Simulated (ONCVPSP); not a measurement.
**Building the ONCV potential for technetium (PBE, fully relativistic).**

technetium, optimised norm-conserving Vanderbilt (ONCV), made with ONCVPSP 4.0.1 (PBE, fully relativistic). Core [Ar] 3d10, reference 4s2 4p6 4d5 5s2. Waves: 4s+5s: rc 1.45 bohr, ncon 5, nbas 9, qcut 8.3 1/bohr, 2 projectors; 4p: rc 1.75 bohr, ncon 3, nbas 6, qcut 7.1 1/bohr, 1 projector; 4d: rc 2.30 bohr, ncon 4, nbas 9, qcut 8.1 1/bohr, 2 projectors, debl 2.5 Ha; f scattering state at 0.4 Ha: rc 2.05 bohr, ncon 4, nbas 9, qcut 5.6 1/bohr, 2 projectors, debl 3.3 Ha. Local part: polynomial inside 1.20 bohr (lpopt 5, dvloc0 0 Ha). Core correction: Teter function, fcfact 4.75, rcfact 1.4.

Open shells are filled in proportion to 2j + 1.

All-electron outer shells of the reference configuration (PBE, scalar-relativistic, ld1.x):

```csv
shell,level (eV),outermost node (bohr),outermost maximum (bohr)
3d,-249.88,–,0.31
4s,-73.38,0.50,0.95
4p,-45.34,0.51,1.03
4d,-6.66,0.50,1.27
5s,-5.04,1.28,2.72
```

Results:

- Cutoffs needed: 28 Ha and 33 Ha (the cutoffs (Ha) at which the residual kinetic energy of the hardest occupied pseudo-wave falls to 1 and 0.1 mHa per electron) The cutoffs count occupied waves only; projector 2 of the f channel, the hardest unoccupied one, needs 98 Ha at the loose tolerance.
- Ghost test: no bound ghost flagged; GHOST(+) flagged for s at 280.9 eV
- Largest excitation error: +6.0 meV (all-electron minus pseudo) for 4s2 4p6 4d4 5s0, out of 4 test configurations
- rms error of d²Exc/dni dnj: 6.45 mHa without and 3.81 mHa with the model core

Generation and tests took about 8.3 s on one core of a shared server CPU.
